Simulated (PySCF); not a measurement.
C6H6, SMILES C(=C)C(C#C)=C. Atoms are numbered in the order given.

```xyz
12

C     -1.0668    -2.0573     0.0000
C     -0.2915    -1.1239     0.0000
C      0.6050    -0.0016     0.0000
C      1.9441    -0.1928     0.0000
C      0.0287     1.3548     0.0000
C     -1.2797     1.6424     0.0000
H     -1.7430    -2.8911     0.0000
H      2.3768    -1.1945     0.0000
H      2.6263     0.6611     0.0000
H      0.7648     2.1658     0.0000
H     -1.6294     2.6773     0.0000
H     -2.0348     0.8517     0.0000
```

Geometry: B3LYP-D3(BJ)/def2-SVP. One conformer was computed; it need not be the lowest.

Two levels are set side by side: PBE/pcSseg-1 (PySCF) and HF/pcSseg-1 (PySCF). GIAO shifts against TMS (¹H), TMS (¹³C) at the same level; non-relativistic, no solvent, atoms listed together averaged. Differences are taken from unrounded values.

```csv
quantity,HF,PBE,PBE minus HF
δ(¹³C) of C1 (ppm),94.4,88.8,-5.6
δ(¹³C) of C2 (ppm),77.0,85.9,8.8
δ(¹³C) of C3 (ppm),138.4,138.2,-0.2
δ(¹³C) of C4 (ppm),139.5,135.1,-4.5
δ(¹³C) of C5 (ppm),144.5,146.0,1.5
δ(¹³C) of C6 (ppm),128.5,126.8,-1.7
δ(¹H) of H7 (ppm),3.96,3.26,-0.70
δ(¹H) of H10 (ppm),6.66,6.63,-0.03
```

Rough cost on one machine, each run with all the roots and properties that it gave: HF against PBE within a factor of 2.
